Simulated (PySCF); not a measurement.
Compound: C₆H₈FOSi (doublet state).
Cartesian coordinates in Å at the GFN2-xTB level; atoms count from 1:
```
atom  x, y, z in Å
C1     3.2470    0.9911    0.1215
C2     2.2586   -0.0731   -0.0849
O3     1.0522    0.2315    0.5617
Si4   -0.2859   -0.6568    0.7116
C5    -1.6300    0.3619    1.5363
C6    -2.6963    0.4353    0.7319
C7    -2.5931   -0.1855   -0.5810
C8    -1.4200   -0.7789   -0.8169
F9    -1.1530   -1.4022   -1.9874
H10    4.2146    0.9105   -0.3294
H11    2.9875    1.8502    0.7036
H12    2.0662   -0.2279   -1.1624
H13    2.6384   -1.0424    0.2879
H14   -0.0389   -1.9940    1.2550
H15   -1.6303    0.7870    2.5243
H16   -3.6144    0.9408    0.9959
H17   -3.4095   -0.1356   -1.2845
```

The hyperfine couplings belong to this conformer and change with its torsions.

The species is `[CH2]CO[Si@@H]1C(F)=CC=C1` [radical].

Method: PySCF, UKS B3LYP, pcH-1 on C F H O Si, non-relativistic, mean-field spin-orbit, GIAO. The structure is a single GFN2-xTB conformer in the gas phase; no vibrational or solvent corrections. Couplings are sensitive to structure, and on GFN2-xTB geometries they can be far from those on DFT ones. The SCF solution wasn't tested for stability.

(1) What is the g tensor, term by term?

(2) Average each term over the three axes. Which is largest in size?

(3) At 9.311 GHz, how far is the centre of the isotropic spectrum from where a free electron (g = 2.002319) resonates?

(4) In a frozen sample, at which fields do the three g values resonate at 9.5, 34, 94 and 263 GHz (hyperfine left aside), and which band first spreads them over more than twice a line width of 0.5 mT?

Results:

(1) 
```
                    Δg (ppm)     1     2     3
relativistic mass correction  -132  -132  -132
            gauge correction     2    30    14
   orbital Zeeman/spin–orbit    -6   538   699
                       total  -135   436   581
```

So g = 2.00218, 2.00276, 2.00290 and g_iso = 2.00261; the tensor is rhombic: the two nearest values differ by 20 % of g3 − g1. Axes: g3 points within 11° of the C1–H10 bond.

(2) The orbital-Zeeman/spin–orbit term 411, the mass correction -132 and the gauge correction 15 ppm, for a total of 294 ppm. The orbital-Zeeman/spin–orbit term is the largest in size. The mass correction is the same along every axis, so the anisotropy comes from the other two: their spans along these axes are 28 (gauge) and 705 ppm (orbital Zeeman/spin–orbit).

(3) B = hν/(g μB) with μB/h = 13.99624 MHz/mT gives 332.24 mT for the free electron and 332.19 mT at g_iso, 0.05 mT lower.

(4) 
```tsv
band	GHz	B(g3) mT	B(g2) mT	B(g1) mT	spread mT
X	9.5	338.89	338.91	339.01	0.12
Q	34.0	1212.85	1212.94	1213.29	0.43
W	94.0	3353.18	3353.42	3354.38	1.20
J	263.0	9381.77	9382.45	9385.13	3.36
```

The spread grows in proportion to the frequency. W band is the first where it exceeds 1.0 mT.

Largest spin populations (Mulliken): C1 (+1.08) and C2 (-0.09). C1 is the only atom above +0.15. The positive populations add up to 1.18 and the negative ones to -0.18, together 2S = 1. The angles at C1 add up to 360.0°, so it is planar; its axial dipolar tensor and the negative couplings of its protons fit spin in a p orbital normal to that plane.

The HOMO–LUMO gaps are 4.14 eV among the α and 4.46 eV among the β orbitals.
